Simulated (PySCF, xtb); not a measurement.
C3H5BO2, SMILES C1OC(B1O)=C. Other conformers were not sampled.

Harmonic wavenumbers (cm⁻¹) from GFN2-xTB run with xtb at its own minimum, in rising order: 139, 218, 233, 405, 472, 594, 636, 707, 746, 805, 860, 867, 920, 1017, 1034, 1123, 1177, 1222, 1368, 1444, 1451, 1695, 2928, 2949, 3104, 3152, 3582.

What does PySCF with PBE-D3(BJ)/def2-SVP give at its own minimum? (An estimate is asked for; the answer gives what the named calculation found.)

133, 236, 243, 424, 468, 582, 599, 692, 725, 808, 837, 840, 877, 956, 1072, 1117, 1186, 1219, 1335, 1392, 1487, 1679, 2965, 3018, 3089, 3198, 3728. Paired by order, the mean absolute difference is 30 cm⁻¹ and the zero-point energies are 49.8 and 49.9 kcal/mol.
